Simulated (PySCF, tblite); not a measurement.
Species: C7H10.
Numbering: `[CH:1]#[C:2][C:3]1([CH3:4])[CH2:5][CH2:6][CH2:7]1` (hydrogens: H8 on C1; H9, H10, H11 on C4; H12, H13 on C5; H14, H15 on C6; H16, H17 on C7)

Computed with GFN2-xTB (tblite), gas phase: Langevin dynamics at 300 K from the optimised GFN2-xTB geometry, time step 0.5 fs, friction 0.01 fs⁻¹, 2000 steps. Over the second half of the run the saved frames average 292 K.

Frame at 250 fs, instantaneous temperature 219 K:
```
atom  x, y, z in Å
C1      2.226    0.789    1.045
C2      1.176    0.538    0.489
C3     -0.209    0.327    0.010
C4     -0.525    1.105   -1.212
C5     -1.201    0.297    1.204
C6     -1.667   -1.147    0.820
C7     -0.467   -1.188   -0.195
H8      3.096    1.076    1.561
H9      0.258    0.907   -1.937
H10    -0.396    2.200   -0.962
H11    -1.512    0.862   -1.554
H12    -2.027    1.029    1.240
H13    -0.732    0.339    2.232
H14    -2.673   -1.034    0.344
H15    -1.734   -1.877    1.603
H16    -0.764   -1.561   -1.226
H17     0.344   -1.843    0.052
```

Frame at 425 fs, instantaneous temperature 352 K:
```
atom  x, y, z in Å
C1      2.151    1.012    1.043
C2      1.115    0.743    0.457
C3     -0.293    0.374    0.191
C4     -0.817    1.008   -1.084
C5     -1.239    0.703    1.392
C6     -1.795   -0.676    1.351
C7     -0.670   -1.121    0.425
H8      3.122    1.179    1.385
H9     -0.372    0.735   -2.042
H10    -0.652    2.124   -1.025
H11    -1.845    0.816   -1.168
H12    -2.022    1.463    1.251
H13    -0.694    1.080    2.291
H14    -2.741   -0.660    0.793
H15    -1.947   -1.157    2.260
H16    -0.899   -1.733   -0.457
H17     0.157   -1.593    0.999
```

Frame at 625 fs, instantaneous temperature 264 K:
```
atom  x, y, z in Å
C1      1.795    1.242    1.629
C2      0.936    0.791    0.991
C3     -0.297    0.469    0.304
C4     -0.503    1.162   -1.076
C5     -1.540    0.688    1.321
C6     -2.064   -0.676    0.993
C7     -0.636   -1.022    0.402
H8      2.687    1.434    2.195
H9      0.365    1.035   -1.726
H10    -0.762    2.212   -1.070
H11    -1.336    0.643   -1.563
H12    -2.233    1.545    1.234
H13    -1.189    0.830    2.304
H14    -2.826   -0.816    0.218
H15    -2.429   -1.226    1.840
H16    -0.607   -1.601   -0.523
H17    -0.083   -1.409    1.274
```

Frame at 800 fs, instantaneous temperature 315 K:
```
atom  x, y, z in Å
C1      1.635    0.972    1.855
C2      0.623    0.679    1.313
C3     -0.631    0.549    0.610
C4     -0.669    1.655   -0.531
C5     -1.780    0.579    1.595
C6     -2.141   -0.946    1.337
C7     -1.038   -0.978    0.266
H8      2.556    1.207    2.378
H9      0.096    1.551   -1.244
H10    -0.560    2.608   -0.047
H11    -1.704    1.705   -0.859
H12    -2.606    1.141    1.265
H13    -1.481    0.896    2.649
H14    -3.167   -1.199    1.014
H15    -1.860   -1.633    2.095
H16    -1.442   -1.003   -0.703
H17    -0.325   -1.810    0.412
```

Frame at 1000 fs, instantaneous temperature 321 K:
```
atom  x, y, z in Å
C1      1.289    1.179    1.939
C2      0.153    1.218    1.504
C3     -1.016    1.011    0.700
C4     -1.249    2.066   -0.293
C5     -2.268    0.648    1.608
C6     -1.951   -0.870    1.408
C7     -1.036   -0.474    0.295
H8      2.268    1.003    2.405
H9     -0.287    2.297   -0.762
H10    -1.564    3.001    0.249
H11    -2.037    1.761   -1.013
H12    -3.111    0.957    1.077
H13    -2.242    1.007    2.652
H14    -2.852   -1.563    1.352
H15    -1.400   -1.288    2.226
H16    -1.516   -0.645   -0.680
H17    -0.156   -0.959    0.182
```

Q: What do single points at PBE0/pcSseg-1 (PySCF, gas phase) give on these frames?

A: 
| t (fs) | GFN2-xTB E above start (eV) | DFT E above lowest frame (eV) | HOMO (eV) | LUMO (eV) | dipole (D) |
| --- | --- | --- | --- | --- | --- |
| 250 | 0.47 | 0.00 | -7.51 | 0.97 | 0.78 |
| 425 | 0.46 | 0.02 | -7.49 | 0.69 | 0.90 |
| 625 | 0.68 | 0.25 | -7.46 | 1.06 | 0.77 |
| 800 | 0.66 | 0.22 | -7.45 | 1.25 | 0.80 |
| 1000 | 0.75 | 0.26 | -7.32 | 0.83 | 0.82 |

The two levels order the frames alike by energy but for pairs within 0.08 eV at one level; measured from each level's lowest frame they differ by 0.03 eV at most. The HOMO–LUMO gap runs from 8.15 to 8.70 eV. These are instantaneous structures, not minima.

Q: And the isotropic GIAO shieldings (ppm) from the same runs?

A: 
| atom | 250 fs | 425 fs | 625 fs | 800 fs | 1000 fs | mean | range |
| --- | --- | --- | --- | --- | --- | --- | --- |
| C1 | 107.9 | 104.7 | 112.9 | 111.3 | 105.2 | 108.4 | 8.2 |
| C2 | 84.5 | 82.4 | 89.1 | 88.7 | 85.2 | 86.0 | 6.7 |
| C3 | 153.3 | 149.9 | 152.7 | 154.1 | 158.3 | 153.7 | 8.4 |
| C4 | 159.5 | 161.7 | 163.2 | 154.7 | 154.8 | 158.8 | 8.5 |
| C5 | 144.5 | 141.4 | 142.5 | 147.4 | 146.7 | 144.5 | 6.0 |
| C6 | 168.1 | 174.5 | 168.2 | 171.2 | 171.2 | 170.6 | 6.4 |
| C7 | 146.0 | 149.3 | 149.7 | 150.4 | 149.1 | 148.9 | 4.4 |
| H8 | 29.6 | 30.0 | 29.4 | 28.9 | 28.3 | 29.2 | 1.7 |
| H9 | 30.2 | 30.3 | 30.2 | 30.8 | 29.7 | 30.2 | 1.1 |
| H10 | 29.3 | 29.5 | 30.4 | 30.7 | 29.4 | 29.9 | 1.4 |
| H11 | 30.4 | 31.2 | 30.1 | 30.4 | 29.8 | 30.4 | 1.4 |
| H12 | 29.0 | 29.2 | 29.1 | 30.0 | 30.7 | 29.6 | 1.7 |
| H13 | 28.0 | 28.6 | 29.7 | 28.0 | 28.9 | 28.6 | 1.7 |
| H14 | 28.9 | 29.5 | 29.5 | 29.8 | 29.1 | 29.4 | 0.9 |
| H15 | 30.0 | 30.9 | 30.3 | 30.1 | 30.0 | 30.3 | 0.9 |
| H16 | 28.8 | 29.4 | 29.6 | 30.0 | 29.3 | 29.4 | 1.2 |

The cost below is that of the whole dynamics run. On Arm Neoverse V1, one thread (shared host), this took 10 s and 0.19 GiB of memory at its peak.
